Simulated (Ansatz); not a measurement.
Isolated molecules relaxed with PBE0-D4/def2-TZVP in Ansatz; ΔE leaves out vibrations. CBS: MP2 limit from def2 TZ/QZ plus the TZ coupled-cluster correction, frozen cores. Functionals use def2-TZVPP. For Ge outer-core shells are correlated without core-valence functions, which leaves a few kJ/mol of doubt a bond. Scalar relativity is left out up to krypton. Each species was taken in one conformer, which may not be the lowest.

Consider the formal exchange of groups at a Ge–N bond: `[CH3][GeH]([NH2])[SiH3]` + `COCC(=N)O` → `C[O][GeH]([CH3])[SiH3]` + `N=C(O)CN`.

| level | ΔE (kcal/mol) |
| --- | --- |
| LDA (SPW92) | -3.7 |
| ωB97X-V | -5.3 |
| MP2/def2-TZVPP | -5.2 |
| CCSD/def2-TZVPP | -5.2 |

Q: What does CCSD(T)/CBS give? (Estimate.)

A: The calculation gave: -5.4 kcal/mol. The listed levels differ from it by 1.7, 0.1, 0.2, 0.2 kcal/mol.

Largest T1 diagnostic among the species: 0.013.

Leaving LDA and LC-ωPBE aside and taking each functional with its dispersion term where it has one, the values, not all of them listed here, spread over 0.8 kcal/mol, from BHLYP-D4 to r2SCAN0-D4. LDA lies +1.3 kcal/mol from PBE without D4. In def2-TZVPP, CCSD(T) changes the Hartree–Fock value by +1.0 kcal/mol (the triples alone add +0.2 kcal/mol) and MP2 by +0.8 kcal/mol.

CCSD(T)/CBS has its own doubt, a few kJ/mol and more with outer-core shells, so smaller differences from it don't rank the levels.
